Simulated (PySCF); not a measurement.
B(H)(Me)(OSiH3), SMILES O(BC)[SiH3] (CH7BOSi), singlet (B3LYP/def2-SVP optimised geometry):

```
11

B     -0.508    -1.717     2.443
H      0.709    -1.752     2.507
C     -1.388    -2.359     3.571
H     -1.129    -1.917     4.551
H     -1.146    -3.434     3.667
H     -2.471    -2.252     3.406
O     -1.080    -1.110     1.371
Si    -0.490    -0.337     0.000
H      1.002    -0.337     0.000
H     -1.002     1.060     0.000
H     -1.001    -1.060    -1.195
```

Computed with B3LYP/def2-TZVP in PySCF 2.14.0.

**Question.** What are the frontier orbital energies and the dipole moment?

**Answer.** HOMO-2 -9.44 eV, HOMO-1 -9.11 eV, HOMO -8.01 eV, LUMO -0.26 eV, LUMO+1 -0.05 eV; dipole moment 0.42 D.

On the same geometry PySCF 2.14.0 with PBE/def2-TZVP gives HOMO-2 -8.25 eV, HOMO-1 -7.95 eV, HOMO -6.76 eV, LUMO -1.05 eV, LUMO+1 -0.71 eV; dipole moment 0.38 D.

Meta-Löwdin charges at B3LYP/def2-TZVP: B1 0.26, H2 -0.03, C3 -0.46, H4 0.13, H5 0.13, H6 0.11, O7 -0.58, Si8 0.77, H9 -0.11, H10 -0.11, H11 -0.11.
